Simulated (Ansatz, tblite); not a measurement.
Forces on Ca4O6H4, a hydroxylated oxide cluster at its B3LYP-D4/def2-SVP geometry. Total charge 0; singlet.

The xTB rows come from tblite.

GFN1-xTB (tblite), largest force 0.98 eV/Å:

```xyz
14
positions Å, forces eV/Å
Ca   -0.264   -0.214   -1.915    0.132   -0.222    0.655
Ca    1.172   -2.473   -0.266   -0.564    0.540   -0.121
Ca   -0.492   -0.226    1.475    0.330   -0.080   -0.903
Ca    1.541    1.791   -0.016   -0.753   -0.612   -0.133
O     0.390    1.877    1.872   -0.020    0.414    0.014
O     0.750    1.939   -2.035    0.146    0.429    0.098
O    -1.834    0.090   -0.254   -0.388   -0.167    0.133
O     1.133   -0.256   -0.010    0.266    0.190    0.144
O    -0.031   -2.409    1.698   -0.269   -0.177    0.089
O     0.281   -2.217   -2.063    0.057    0.134    0.236
H     0.058    2.578    2.443    0.156   -0.445   -0.321
H     0.570    2.608   -2.704    0.046   -0.456    0.364
H    -2.790    0.047   -0.368    0.582    0.020    0.033
H    -0.484   -3.135    2.143    0.279    0.432   -0.288
```

GFN2-xTB (tblite), largest force 0.54 eV/Å:

```
Ca -0.017 0.363 0.404
Ca -0.152 0.284 0.398
Ca -0.037 -0.013 -0.284
Ca -0.481 0.043 -0.035
O -0.028 -0.197 -0.228
O -0.100 -0.298 0.233
O 0.488 -0.071 -0.050
O 0.145 -0.219 -0.153
O 0.044 0.192 -0.307
O -0.139 -0.101 -0.050
H 0.081 -0.063 -0.113
H 0.112 -0.016 0.173
H 0.047 -0.035 0.071
H 0.037 0.131 -0.059
```

PBE-D4/def2-TZVP (Ansatz), largest force 0.17 eV/Å:

```
Ca -0.078 -0.074 -0.131
Ca 0.091 -0.102 -0.082
Ca -0.100 -0.020 0.087
Ca 0.093 0.062 0.005
O 0.085 -0.063 -0.024
O 0.077 -0.054 0.049
O 0.098 0.035 0.015
O -0.026 0.050 0.016
O 0.086 0.058 0.000
O 0.022 -0.022 0.010
H -0.059 0.130 0.085
H -0.027 0.133 -0.099
H -0.173 -0.013 -0.005
H -0.090 -0.119 0.074
```
